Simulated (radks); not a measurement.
The nuclear charge of the chromium ion Cr2+ is varied continuously with 22 electrons held in [Ar] 3d4. Calculated with a radial shooting solver on a logarithmic mesh with Libxc functionals: scalar-relativistic Kohn-Sham, BLYP, spin-polarised, spherical densities, finite nucleus; open shells are filled with parallel spins first; Fermi nuclear charge, rms radius 3.6452 fm. By the Hellmann-Feynman theorem dE/dZ = E(electron-nucleus)/Z, the electronic potential at the nucleus (averaged over a nucleus of fixed radius). The scalar-relativistic energy here is not variational (the density holds large components alone), so the two differ by a part that grows with Z.

Z,E (hartree),E(electron-nucleus)/Z (hartree),HOMO,e(HOMO) (eV),<r> HOMO (bohr)
23.5,-998.91043,-100.919,3d,-16.236,1.341
23.75,-1024.33206,-102.316,3d,-19.973,1.272
24,-1050.10322,-103.710,3d,-23.996,1.212
24.25,-1076.22342,-105.102,3d,-28.289,1.160
24.5,-1102.69232,-106.494,3d,-32.843,1.113
24.75,-1129.50966,-107.884,3d,-37.645,1.072
25,-1156.67526,-109.274,3d,-42.690,1.034

The central difference of E at Z = 24 is -103.783 hartree, to compare with the third column; the second derivative is -5.58 hartree.
